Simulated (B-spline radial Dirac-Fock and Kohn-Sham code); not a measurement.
**Dipole and non-dipole photoemission parameters of Te⁴⁺ 3d5/2**

System: tellurium as Te⁴⁺ in the configuration [Kr] 4d10 5s2; threshold 628.3 eV (orbital energy of the model). Method: Dirac-Hartree-Slater photoionisation with a Latter tail; cross sections with all multipoles, angular parameters from the dipole term and its interference with E2. Computed with an atomic code on a B-spline grid.

For linearly polarised light dσ/dΩ = σ/(4π) [1 + β P₂(cos θ) + (δ + γ cos²θ) sin θ cos φ], with θ from the polarisation vector and φ the angle between the beam and the projection of the electron momentum on the plane normal to the polarisation.

```
hν (eV)  σ (kb)      β       γ      δ
    800    1180  0.681  -0.086  0.005
    858    1010  0.794  -0.087  0.010
    976       ?      ?       ?      ?
   1000     703  0.977  -0.061  0.022
   1500     240  1.196   0.130  0.047
   2050    96.6  1.222   0.344  0.066
   2640    44.4  1.192   0.538  0.085
   3320    21.2  1.138   0.720  0.107
   3410    19.4  1.130   0.741  0.110
   3580    16.5  1.116   0.780  0.116
   4770    6.23  1.020   1.004  0.155
 5414.7    4.00  0.973   1.102  0.176
   5520    3.73  0.966   1.116  0.179
   6270    2.37  0.917   1.212  0.204
  12000   0.208  0.666   1.641  0.381
  15000  0.0863  0.583   1.758  0.466
```

Q: Give the values at 976 eV.

A: σ = 745 kb, β = 0.953, γ = -0.067, δ = 0.020.
